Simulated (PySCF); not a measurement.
# Electron correlation in Ir⁶¹⁺ (iridium, charge +61)

[Ne] 3s2 3p4, high-spin 3P determinant. Calculation: PySCF 2.14, in an even-tempered Gaussian basis (17 s from 16 bohr⁻², ratio 2.5; 12 p from 21 bohr⁻², ratio 2.5; 4 d from 86 bohr⁻², ratio 2.7; 4 f from 130 bohr⁻², ratio 2.7); the spin-free X2C one-electron Hamiltonian (Gaussian nucleus). Frozen: 1s2; 14 electrons correlated; the 20 highest virtual orbitals of each spin left out.

```tsv
level	correlation energy (mhartree)
CCSD	-626.28
(T)	-0.55
CCSD(T)	-626.83
```

Diagnostics: T1 = 0.00026, D1 = 0.0012, largest double amplitude 0.013.

Spin-orbit coupling is strong in this species (close to jj coupling), so the high-spin LS determinant is a model state, not a physical level.

Cost of the coupled-cluster step: about 21 core-seconds, for 14 correlated electrons.

At this charge the one-electron X2C treatment keeps the bare 1/r₁₂, with no two-electron picture change or Breit term. The effect here is smaller than on the frozen 1s shell; and a scalar Hamiltonian misses the large spin-orbit splitting of the p shells, which matters for ns² → np² pairs.

Spin-orbit coupling is strong in this species, so the high-spin LS determinant is a model state.
